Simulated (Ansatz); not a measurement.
`[OH][Zr]([F])([F])[Br]` and `C[O][Zr]([F])([F])[Br]` differ in one atom or group.

Ansatz, PBE0-D4/def2-TZVP geometries, multiplicity 1. Each molecule was computed in one conformer, which needn't be the lowest.

Elements past krypton have def2 core potentials. Scalar relativity is left out up to krypton.

| property | `[OH][Zr]([F])([F])[Br]` |
| --- | --- |
| size of the dipole moment (ωB97M-V/def2-TZVPP) / D | 2.88 |
| HOMO energy (PBE0/def2-TZVPP) / eV | -8.80 |
| ideal-gas entropy at 298 K and 1 bar (rigid rotor, harmonic PBE0-D4/def2-TZVP) / J/(mol·K) | 381 |
| zero-point energy (PBE0-D4/def2-TZVP) / kJ/mol | 45.5 |
| size of the dipole moment (B3LYP/def2-TZVPP) / D | 2.82 |
| LUMO energy (PBE0/def2-TZVPP) / eV | -1.30 |

Task: What does the change do to each property? (An estimate is asked.)

Result: Ansatz gave: 
```csv
property,`C[O][Zr]([F])([F])[Br]`,shift
size of the dipole moment (ωB97M-V/def2-TZVPP) / D,3.24,0.36
HOMO energy (PBE0/def2-TZVPP) / eV,-8.64,0.16
"ideal-gas entropy at 298 K and 1 bar (rigid rotor, harmonic PBE0-D4/def2-TZVP) / J/(mol·K)",427,46
zero-point energy (PBE0-D4/def2-TZVP) / kJ/mol,122.3,76.8
size of the dipole moment (B3LYP/def2-TZVPP) / D,3.26,0.44
LUMO energy (PBE0/def2-TZVPP) / eV,-1.16,0.14
```

The zero-point energy changes by 76.8 kJ/mol with +9 modes. Dipoles are sizes alone; their direction can turn. Modes under 60 cm⁻¹, often nearly free rotors, make the harmonic entropy too high.

B3LYP here is the variant with VWN-RPA as its local correlation; programs differ in this.

Spin–orbit coupling is left out; it splits and shifts lone-pair levels of the heavy atoms by tenths of an eV.
